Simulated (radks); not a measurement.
Results of a calculation; reference values are marked as such.
Spherical quantum dot in the effective-mass picture: electrons in a hard-walled sphere of radius 7.94, all in effective atomic units (hartree* = m*/eps^2 hartree, bohr* = eps/m* bohr), one dielectric constant everywhere. Level of theory: non-relativistic Kohn-Sham, PBE, spin-polarised, spherical densities (a radial shooting solver with Libxc functionals). Levels are named by radial order and angular momentum (1s, 1p, 1d, 2s, ...), and open shells are averaged over m. Each electron was tried in the lowest free levels, single moves between levels near the top were tried too, and the lowest total energy was kept; such a search can miss a lower state. The series stops at N = 13: beyond it a trial failed or the search could not be trusted, so later rows were left out. At N = 1 the Hartree and exchange-correlation terms need not cancel, so that row can carry a self-interaction error.

N,open shells,2S,E (hartree*),mu = E(N) - E(N-1) (hartree*),addition energy mu(N+1) - mu(N) (hartree*),e(HOMO) (hartree*),rms radius (bohr*)
1,"1s(up 1, down 0)",1,0.0747145,0.074714,0.1862,0.15116,4.282
2,none,0,0.335679,0.26096,0.2098,0.33474,4.642
3,"1p(up 1, down 0)",1,0.806452,0.47077,0.1492,0.54443,4.961
4,"1p(up 2, down 0)",2,1.42638,0.61993,0.1520,0.69577,5.144
5,"1p(up 3, down 0)",3,2.19828,0.77189,0.1876,0.84804,5.275
6,"1p(up 3, down 1)",2,3.15777,0.95949,0.1444,1.0308,5.383
7,"1p(up 3, down 2)",1,4.26169,1.1039,0.1475,1.1774,5.467
8,none,0,5.51307,1.2514,0.2203,1.3255,5.538
9,"1d(up 1, down 0)",1,6.98480,1.4717,0.1454,1.5443,5.612
10,"1d(up 2, down 0)",2,8.60191,1.6171,0.1459,1.6900,5.675
11,"1d(up 3, down 0)",3,10.3649,1.7630,0.1461,1.8361,5.729
12,"1d(up 4, down 0)",4,12.2741,1.9092,0.1462,1.9823,5.776
13,"1d(up 5, down 0)",5,14.3295,2.0554,-,2.1285,5.818

All shells are closed at N = 2, 8 (there: 1s2 1p6); the second difference of the energy has clear peaks (12 % above both neighbours; the first and last values, which can be the largest, are not judged, and half-filled shells can peak too) at N = 2, 5, 8.
